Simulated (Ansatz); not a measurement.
Calculated with Ansatz (gas phase, PBE0-D4/def2-TZVP geometries, no zero-point term in ΔE). CCSD(T)/CBS adds triple-zeta CCSD(T) − MP2 to the extrapolated MP2 energy (def2 sets, frozen cores). This one scheme is used for every species. DFT in def2-TZVPP. HSE06 is defined as in plane-wave codes. For Ga outer-core shells are correlated without core-valence functions, which leaves a few kJ/mol of doubt a bond. Scalar relativity is left out up to krypton. One conformer a species, not always the lowest.

`[NH2][Ga]([F])[O][SiH3]` + H–F → `[F][Ga]([F])[O][SiH3]` + NH₃  (ligand exchange at a Ga–N bond)

```tsv
level	ΔE (kcal/mol)
HSE06-D4	-6.5
PBE	-7.9
```

**Question.** What does CCSD(T)/CBS give? (Best estimate.)

**Answer.** Computed: -5.0 kcal/mol. The listed levels differ from it by -1.5, -2.9 kcal/mol.

**Question.** What do rigid-rotor, harmonic-oscillator terms from PBE0-D4/def2-TZVP frequencies (298.15 K, 1 bar) make of the CCSD(T)/CBS value? (An estimate is asked.)

**Answer.** The calculation gave: ΔZPE = +1.1 kcal/mol, ΔH = -4.3 kcal/mol, ΔS = 8 J/(mol·K), ΔG = -4.9 kcal/mol. Modes under 50 cm⁻¹ make the entropy rough.

Largest T1 diagnostic among the species: 0.014.

Leaving LDA and LC-ωPBE aside and taking each functional with its dispersion term where it has one, the values, not all of them listed here, spread over 3.6 kcal/mol, from B97M-V to PBE0-D4. LDA lies +3.4 kcal/mol from PBE without D4. From BLYP to BHLYP (50 % exact exchange), in def2-TZVPP and without D4, ΔE moves by +1.2 kcal/mol. The D4 term adds +1.3 kcal/mol with B3LYP and +0.7 kcal/mol with PBE0; it sums over pairs of atoms, weighted by their polarisabilities, and B3LYP, whose exchange is more repulsive, gets the larger term.

B3LYP here is the variant with VWN-RPA as its local correlation; programs differ in this.
